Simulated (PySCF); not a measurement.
Bonds: Si1-C3, Si1-C7, Si1-C11, C11-C12, C12-C13, C13-C14. Si1 carries H2; C3 carries H4, H5, H6; C7 carries H8, H9, H10; C11 carries H15, H16; C12 carries H17, H18; C13 carries H19, H20; C14 carries H21, H22, H23.

PySCF 2.14.0 with density-fitted response routines calculation with geometry: PBE0-D3(BJ)/def2-SVP and shieldings: GIAO B3LYP/pcSseg-1; rapidly exchanging positions averaged, gas phase, a single conformation, non-relativistic Hamiltonian.

References, each an isolated molecule treated in the same way: TMS for 13C (σ = 179.24 ppm), 1H (σ = 31.38 ppm), 29Si (σ = 337.86 ppm).

```json
{"atoms": "C11", "nucleus": "13C", "count": "1", "δ (ppm)": "?"}
{"atoms": "H4/H5/H6/H8/H9/H10", "nucleus": "1H", "count": "6", "δ (ppm)": "?"}
{"atoms": "C3/C7", "nucleus": "13C", "count": "2", "δ (ppm)": "-3.7"}
{"atoms": "C13", "nucleus": "13C", "count": "1", "δ (ppm)": "?"}
{"atoms": "H17/H18", "nucleus": "1H", "count": "2", "δ (ppm)": "1.26"}
{"atoms": "H2", "nucleus": "1H", "count": "1", "δ (ppm)": "4.03"}
{"atoms": "C12", "nucleus": "13C", "count": "1", "δ (ppm)": "29.5"}
{"atoms": "H15/H16", "nucleus": "1H", "count": "2", "δ (ppm)": "0.38"}
{"atoms": "C14", "nucleus": "13C", "count": "1", "δ (ppm)": "14.0"}
{"atoms": "H21/H22/H23", "nucleus": "1H", "count": "3", "δ (ppm)": "0.97"}
{"atoms": "H19/H20", "nucleus": "1H", "count": "2", "δ (ppm)": "1.35"}
{"atoms": "Si1", "nucleus": "29Si", "count": "1", "δ (ppm)": "?"}
```

Q: Estimate the values marked ?.

A: 
- C13: 29.3 ppm, carbon bonded to 2 C, 2 H
- C11: 15.2 ppm, carbon bonded to C, Si, 2 H
- H4/H5/H6/H8/H9/H10: 0.09 ppm, hydrogen on a carbon bonded to Si
- Si1: -12.2 ppm, silicon bonded to 3 C, H

Shifts are as computed. Against solution values, carbons near 30 ppm lie about +2 ppm off and those near 130 ppm about +6 ppm. Of 1313 compounds with measured shifts, 239 miss one by over three times the rms of a fit or turn the order of signals round; such compounds aren't used in these exercises.
